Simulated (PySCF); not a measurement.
Compound: C₅H₃NS.
SMILES: `N#CC1=CC=CS1`

Method used: PBE0-D3(BJ)/def2-SVP geometry optimisation, gas phase (PySCF).

Masses are those of the commonest isotopes; rigid-rotor values at the optimised geometry. 

Problem. What are A, B and C (MHz)?

Solution. Ia = 93.82, Ib = 278.49, Ic = 372.31 u·Å²; 505379 MHz·u·Å²/I gives A = 5386, B = 1815, C = 1357 MHz.

Problem. Classify the top.

Solution. An asymmetric top; Ray's κ = -0.773.

Problem. What does the inertial defect say?

Solution. Planar: Δ = Ic − Ia − Ib = 0.00 u·Å². For a rigid frame Δ = −2 Σ m c², so it vanishes when all atoms lie in the ab plane; here none is more than 0.01 Å from it.

Problem. List the rotational levels J(Ka,Kc) to J = 3 (cm⁻¹).

Solution. Above 0(0,0):
J = 1: 1(0,1) 0.1058, 1(1,1) 0.2250, 1(1,0) 0.2402
J = 2: 2(0,2) 0.3161, 2(1,2) 0.4213, 2(1,1) 0.4671, 2(2,1) 0.8245, 2(2,0) 0.8259
J = 3: 3(0,3) 0.6281, 3(1,3) 0.7150, 3(1,2) 0.8065, 3(2,2) 1.1419, 3(2,1) 1.1487, 3(3,1) 1.7766, 3(3,0) 1.7767
Those of J = 1 are B + C, A + C and A + B.

Problem. Predict some low-J microwave lines.

Solution. The dipole components are |μa| = 4.56 D, |μb| = 0.73 D, |μc| = 0.00 D; the mirror of this Cs structure is the ab plane, so μc vanishes by symmetry and there are no c-type lines. Intensities carry the squares of the components, which stand as 1.00 : 0.03 (a : b). Some lines, for components of 0.1 D or more:

```tsv
type	branch	J(Ka,Kc)	MHz	lower level (cm⁻¹)
b	R	4(1,3) ← 3(2,2)	3457	1.142
b	Q	1(1,0) ← 1(0,1)	4029	0.106
a	R	2(1,2) ← 1(1,1)	5887	0.225
b	Q	3(2,1) ← 3(1,2)	10260	0.806
a	R	4(1,4) ← 3(1,3)	11698	0.715
a	R	4(2,3) ← 3(2,2)	12656	1.142
b	Q	5(2,4) ← 5(1,5)	14965	1.591
a	R	5(2,4) ← 4(2,3)	15769	1.564
a	R	5(4,2) ← 4(4,1)	15952	3.087
a	R	5(4,1) ← 4(4,0)	15953	3.087
b	Q	5(3,3) ← 5(2,4)	19345	2.090
b	Q	4(4,1) ← 4(3,2)	26534	2.202
b	R	4(3,1) ← 3(2,2)	31807	1.142
b	Q	5(5,0) ← 5(4,1)	34118	3.620
```

Problem. Estimate the classical rotational partition function at 10 K, 50 K and 200 K.

Solution. Point group Cs, symmetry number σ = 1; q = (√π/σ)·√((kT/h)³/(ABC)), k/h = 20836.6 MHz/K: 1460 at 10 K, 16400 at 50 K, 131000 at 200 K.

Not checked by PBE0-D3(BJ)/def2-SVP frequencies. These are rigid-rotor constants of the computed structure; measured ground-state constants (B0) also hold zero-point vibration. Quadrupole hyperfine structure (14N) is left out.

Hardware: an x86-64 server with one thread (shared host). Cost: 25 s. These figures are those of the optimisation.
